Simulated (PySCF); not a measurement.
**Ionisation energy of Tl by level of theory**

Tl [Xe] 4f14 5d10 6s2 6p1 (2P) → Tl⁺ [Xe] 4f14 5d10 6s2 (1S), as a difference of total energies. Calculation: PySCF 2.14, in aug-cc-pVDZ-PP with ECP60MDF (5s4p3d, 32 functions); scalar relativity through the core potential. Correlated levels: valence: 5s2 5p6 5d10 frozen. The calculations carry no spin-orbit coupling.

| method | ionisation energy (eV) | error (eV) |
| --- | --- | --- |
| UHF | 4.999 | -0.465 |
| PBE | 5.413 | -0.051 |
| LDA | 5.577 | +0.113 |
| MP2 (valence) | 5.127 | -0.337 |
| SCS-MP2 (valence) | 5.105 | -0.359 |
| CCSD (valence) | 5.175 | -0.289 |
| CCSD(T) (valence) | 5.183 | -0.281 |

Reference: 5.464 eV (measured; NIST levels, between the centres of gravity of the two terms).

Errors of the correlated levels include the incompleteness of this basis and the frozen core.
